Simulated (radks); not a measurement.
Values are calculated unless marked as measured or tabulated.
Q: The mean radii <r> (bohr) of the occupied orbitals of an atom or ion are listed with their occupations. Code: a radial shooting solver on a logarithmic mesh with Libxc functionals. Model: non-relativistic Kohn-Sham, TPSS, spin-polarised, spherical densities, point nucleus; meta-GGA in the generalised Kohn-Sham scheme.

orbital  occ.      <r>
1s          2  0.01966
2s          2  0.08283
2p          6  0.07005
3s          2   0.2064
3p          6   0.1966
3d         10   0.1716
4s          2   0.4088
4p          6   0.4052

Name the element and its charge. Open shells, if any, are filled with parallel spins first.

A: Z = 77, iridium, charge +41: Ir41+ in [Kr]. The 1s radius gives Z: for a bare nucleus <r> = 1.5/Z, 0.01948 bohr for Z = 77, and screening makes it slightly larger (0.01966 here). The occupations add up to 36, and the charge is Z minus that.
